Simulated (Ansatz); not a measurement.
Breaking the Te1–H2 bond in hydrogen telluride (SMILES [TeH2]) (multiplicity 1 held, fragments rigid). Energies count from the point at 1.661 Å.
Geometry at that point (charge 0, multiplicity 1):
```xyz
3

Te     0.000     0.043     0.002
H     -1.180    -1.125    -0.039
H      1.178    -1.127    -0.047
```

Signs of static correlation in def2-TZVPP, with CASSCF(2,2), from Ansatz (a quantum-chemistry and plane-wave program) runs.

```
R (Å)  T1 of restricted CCSD  ⟨S²⟩ of UHF  largest double amplitude of restricted CCSD  weight of the CASSCF reference in MRCISD  CASSCF natural occupations
-----  ---------------------  -----------  -------------------------------------------  ----------------------------------------  --------------------------
1.329                  0.010        0.000                                        0.056                                     0.925                   1.98 0.02
1.495                  0.010        0.000                                        0.055                                     0.924                   1.98 0.02
1.661                  0.011        0.000                                        0.056                                     0.923                   1.97 0.03
1.827                  0.012        0.000                                        0.072                                     0.923                   1.95 0.05
1.993                  0.014        0.000                                        0.111                                     0.923                   1.92 0.08
2.243                  0.018        0.407                                        0.185                                     0.923                   1.86 0.14
2.492                    ___          ___                                        0.266                                     0.923                   1.77 0.23
2.907                  0.036        0.917                                        0.420                                     0.924                   1.57 0.43
3.322                  0.048        0.981                                        0.576                                     0.924                   1.36 0.64
3.821                  0.058        1.004                                        0.725                                     0.925                   1.19 0.81
4.485                  0.063        1.011                                        0.841                                     0.925                   1.08 0.92
5.316                  0.061        1.012                                        0.898                                     0.925                   1.02 0.98
```

Task: Fill in the missing entries.

Result: 
- 2.492, T1 of restricted CCSD: 0.023
- 2.492, ⟨S²⟩ of UHF: 0.714

Doubts at one or more of the structures used: a restricted determinant that unrestricted orbitals would lower (R-CCSD(T)/def2-TZVPP); other coupled-cluster roots lie near (R-CCSD(T)/def2-TZVPP); T1 above 0.05 (R-CCSD(T)/def2-TZVPP, U-CCSD(T)/def2-TZVPP); a spin-contaminated determinant (U-CCSD(T)/def2-TZVPP).
